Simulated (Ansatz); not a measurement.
Predict a relaxed structure of diphenyliodonium chloride, `[Cl-].c1ccc([I+]c2ccccc2)cc1`, charge 0, singlet, at r2SCAN-D4/def2-SVP (Ansatz).


Cartesian coordinates in Å:
```
Cl 1.947 0.821 0.611
C -2.067 4.363 0.866
C -2.835 3.210 1.042
C -2.307 1.956 0.702
C -1.014 1.907 0.191
I -0.436 -0.104 -0.551
C 0.780 -1.966 -0.488
C 0.007 -3.104 -0.282
C 0.635 -4.354 -0.387
C 1.997 -4.431 -0.687
C 2.742 -3.263 -0.883
C 2.137 -2.005 -0.775
C -0.219 3.032 0.017
C -0.768 4.275 0.352
H -2.480 5.339 1.138
H -3.846 3.273 1.455
H -2.901 1.047 0.841
H -1.059 -3.037 -0.041
H 0.051 -5.264 -0.220
H 2.484 -5.407 -0.761
H 3.809 -3.323 -1.119
H 2.703 -1.076 -0.887
H 0.806 2.933 -0.348
H -0.168 5.179 0.214
```
 This is one stationary point.

In the def2 sets I takes a core potential; there is no spin–orbit coupling.
